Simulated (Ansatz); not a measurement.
BiH2(CF3) (CH2BiF3). Total charge 0; singlet. Geometry relaxed at r2SCAN-D4/def2-SVP.

```
atom   x (Å)   y (Å)   z (Å)
 Bi1  -0.908  -0.835  -1.001
  H2  -1.839  -1.075   0.519
  H3  -1.664   0.784  -1.205
  C4   0.817   0.140   0.235
  F5   0.414   1.101   1.076
  F6   1.732   0.684  -0.591
  F7   1.448  -0.799   0.967
```

In the def2 sets Bi takes a core potential; there is no spin–orbit coupling.

(1) Estimate the harmonic wavenumbers at RKS r2SCAN-D4/def2-SVP (Ansatz, unscaled). Is this a minimum?

Results:

(1) 97, 175, 186, 219, 496, 501, 569, 571, 723, 778, 1113, 1143, 1169, 1820, 1829 cm⁻¹. Yes, no mode is imaginary beyond noise. Zero-point energy 68.1 kJ/mol. Run time 67 s (4 threads of Intel Xeon on a shared host).
